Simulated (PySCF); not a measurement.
Molecule: SMILES C=CC(=O)COC(C)=O, C6H8O3.

Bonds (- single, = double, # triple, : aromatic): C1=C2, C2-C3, C3=O4, C3-C5, C5-O6, O6-C7, C7-C8, C7=O9. C1 carries H10, H11; C2 carries H12; C5 carries H13, H14; C8 carries H15, H16, H17. H10 is cis to C3; H11 is trans to C3.

Frames of a GFN2-xTB Langevin trajectory at 600 K; GIAO PBE0/pcSseg-1 shieldings in PySCF 2.14, gas phase, non-relativistic; equivalent atoms averaged within each frame.

References, each an isolated molecule treated in the same way: TMS for 13C (186.93 ppm), 1H (31.72 ppm); 17O (336.08 ppm) vs H2O. The references are static minima.

How do the shifts (ppm) fluctuate along the trajectory?

Results:


```tsv
time (fs)	C3	C7	C1	C2	C5	C8	O4	O9	O6	H10
250	203.2	168.1	157.6	151.7	78.1	24.1	687.3	389.1	220.2	8.27
425	206.4	179.1	124.7	143.6	77.6	23.5	675.3	473.3	198.6	6.61
625	197.8	189.1	150.5	148.8	72.8	19.0	656.2	517.0	224.8	7.77
800	204.9	178.3	140.4	126.1	83.3	18.8	687.6	450.1	230.6	6.94
1000	194.4	168.4	138.8	140.3	83.8	18.1	594.0	398.2	235.3	8.74
mean of frames	201.3	176.6	142.4	142.1	79.1	20.7	660.1	445.5	221.9	7.67
standard deviation	5.1	8.7	12.5	10.0	4.6	2.8	39.1	53.2	14.2	0.89
```

5 frames give an uncertainty of the mean of about the standard deviation over 2.2 at best, since frames this close in time may not be independent; classical motion lacks zero-point vibration, and the reference would need the same averaging.
